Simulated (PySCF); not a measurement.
Computed shifts of a molecule C₂H₉ClSi₃, HF/pcSseg-1 run with PySCF, GIAO, gas phase, atoms alike by connectivity averaged where their shifts nearly agree, in ppm (number of nuclei): ¹³C: 152.8 (1), 143.8 (1). ²⁹Si: -50.5 (1), -89.5 (1), -101.8 (1). ¹H: 6.58 (2), 4.44 (1), 4.33 (1), 3.82 (3), 3.34 (2). References: ¹³C against TMS (σ = 192.6 ppm); ³⁵Cl against HCl (σ = 958.2 ppm); ²⁹Si against TMS (σ = 393.8 ppm); ¹H against TMS (σ = 31.99 ppm), references at their B3LYP-D3(BJ)/def2-TZVP geometries, non-relativistic (without spin–orbit terms, shifts of atoms bonded to Cl or Br come out too high). The structure is a stationary point at B3LYP-D3(BJ)/def2-SVP. One conformer was computed; it need not be the lowest.

Problem. Which molecule gave these data?
A) C[C@H]1[SiH2][Si@H](Cl)[SiH2]1
B) C=C(Cl)[SiH2][SiH2][SiH3]
C) [SiH3]/C=C(\[SiH3])[SiH2]Cl
D) Cl[SiH]1[SiH2]CC[SiH2]1

Solution. B, C=C(Cl)[SiH2][SiH2][SiH3]
